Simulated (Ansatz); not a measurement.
Cost and result for the atomization energy of C$_{2}$H$_{10}$GeSi, SMILES `[SiH3]C[CH2][GeH3]` (14 atoms, 13 bonds).

```xyz
14

Si   -1.8064   -1.2715    0.6822
C    -0.0565   -0.7301    0.2624
C     0.0070    0.7086   -0.2525
Ge    1.8318    1.2847   -0.6879
H    -2.6717   -1.1743   -0.5255
H    -1.8362   -2.6749    1.1779
H    -2.3742   -0.3830    1.7333
H     0.3505   -1.4257   -0.4799
H     0.5643   -0.8493    1.1575
H    -0.3957    1.4055    0.4886
H    -0.6050    0.8275   -1.1516
H     2.4211    0.3590   -1.7690
H     2.7166    1.1887    0.5695
H     1.8545    2.7348   -1.2052
```

The species carries charge 0 and has multiplicity 1. Correlated methods include outer-core shells of Ge, which these sets cover unevenly. Scalar relativity is left out up to krypton. Geometry: relaxed with PBE0-D4/def2-TZVP. It is one conformer, not always the lowest. Program: Ansatz. All runs use 2 threads of an AMD EPYC 7R13 on a shared host and a share of an NVIDIA H100 80 GB. Times are those of one run each, without the atoms' runs, and a repeat can differ threefold. Electronic energies, without spin–orbit coupling; frozen cores. CCSD(T)/CBS adds CCSD(T) − MP2 in def2-TZVPP to the MP2 limit, and its time is that of the two runs behind it. T1 = 0.011. With those shells the extrapolation isn't a true limit. B3LYP takes the VWN-RPA correlation (the form of Gaussian; ORCA's B3LYP/G).

CCSD(T)/CBS is a level of theory with its own doubt, some kJ/mol a heavy atom from the limit and from the frozen cores, so smaller differences don't rank the functionals.

```
                             level  functions  wall time  atomization (kcal/mol)  difference from CCSD(T)/CBS  per bond
                PBE0-D4/def2-TZVPP        292        3 s                  1093.2                         -8.5      -0.7
   PBE-D4/def2-TZVPP (with forces)        292      3.2 s                  1097.1                         -4.6      -0.4
                 B2PLYP/def2-TZVPP        292      3.9 s                  1085.2                        -16.5      -1.3
r2SCAN-D4/def2-TZVPP (with forces)        292        4 s                  1098.9                         -2.8      -0.2
 B3LYP-D4/def2-TZVPP (with forces)        292      4.1 s                  1097.2                         -4.5      -0.3
                    MP2/def2-QZVPP        573      4.9 s                  1088.0                        -13.7      -1.0
                ωB97X-V/def2-TZVPP        292        5 s                  1104.5                          2.8       0.2
  ωB97M-V/def2-TZVPP (with forces)        292        7 s                  1098.0                         -3.7      -0.3
                CCSD(T)/def2-TZVPP        292        7 s                  1080.3                        -21.4      -1.6
                 CCSD(T)/CBS(def2)          –       12 s                  1101.7                          0.0       0.0
```

The D4 term adds +10.8 kcal/mol with B3LYP and +5.7 kcal/mol with PBE0; it sums over pairs of atoms, weighted by their polarisabilities, and B3LYP, whose exchange is more repulsive, gets the larger term. In def2-TZVPP, CCSD(T) changes the Hartree–Fock value by +245.0 kcal/mol (the triples alone add +10.3 kcal/mol) and MP2 by +240.2 kcal/mol; breaking electron pairs costs correlation energy, which Hartree–Fock lacks. From PBE to PBE0 (25 % exact exchange), in def2-TZVPP and without D4, the atomization energy moves by −3.0 kcal/mol: exact exchange takes away binding that semilocal exchange gives to molecules.
